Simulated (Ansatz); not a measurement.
`[NH2][SbH2]` + `C[SiH](C)CO` → `[NH2][SbH][CH2]O` + `C[SiH2]C`  (redistribution)

Gas-phase electronic energies from Ansatz, PBE0-D4/def2-TZVP geometries. CCSD(T)/CBS is the MP2 limit (def2-TZVPP, def2-QZVPP) plus CCSD(T) − MP2 in def2-TZVPP, frozen cores. Functionals use def2-TZVPP. Elements past krypton have def2 core potentials. For Sb outer-core shells are correlated without core-valence functions, which leaves a few kJ/mol of doubt a bond. Each species was taken in one conformer, which may not be the lowest.

`[NH2][SbH2]`:

```xyz
6

N    -0.702   -0.318    0.720
Sb    1.076    0.456    0.096
H    -1.337   -0.547   -0.033
H    -0.562   -1.151    1.276
H     1.177   -0.280   -1.460
H     0.348    1.839   -0.599
```

`C[SiH](C)CO`:

Cartesian coordinates in Å:
```
C 0.822 -1.036 -1.129
Si -0.502 -0.071 -0.216
C -1.123 -1.025 1.271
C 0.223 1.586 0.346
O 0.828 2.330 -0.708
H 0.434 -2.003 -1.461
H 1.687 -1.228 -0.489
H 1.165 -0.506 -2.021
H -1.633 0.192 -1.152
H -1.889 -0.461 1.810
H -0.310 -1.239 1.969
H -1.564 -1.978 0.968
H -0.577 2.219 0.742
H 0.927 1.433 1.179
H 1.511 1.785 -1.107
```

`[NH2][SbH][CH2]O`:

Cartesian coordinates in Å:
```
N 0.974 1.590 0.514
Sb -0.776 1.060 -0.388
C -0.465 -1.068 -0.135
O -1.155 -1.453 1.036
H 1.783 1.525 -0.089
H 0.935 2.530 0.884
H -0.169 0.981 -2.001
H 0.617 -1.221 -0.052
H -0.834 -1.590 -1.027
H -0.910 -2.355 1.257
```

`C[SiH2]C`:

Cartesian coordinates in Å:
```
C -1.480 -0.207 0.516
Si -0.042 -0.250 -0.681
C 1.518 0.432 0.098
H -2.386 -0.606 0.055
H -1.689 0.817 0.838
H -1.265 -0.803 1.406
H -0.381 0.547 -1.895
H 0.196 -1.654 -1.123
H 1.376 1.470 0.411
H 2.353 0.404 -0.606
H 1.800 -0.150 0.979
```

```csv
level,ΔE (kJ/mol)
r2SCAN-D4,12.3
SCS-MP2/def2-TZVPP,4.5
```

Problem. What does CCSD(T)/CBS give? (Best estimate.)

Solution. The calculation gave: +4.6 kJ/mol. The listed levels differ from it by 7.7, -0.1 kJ/mol.

Largest T1 diagnostic among the species: 0.013.
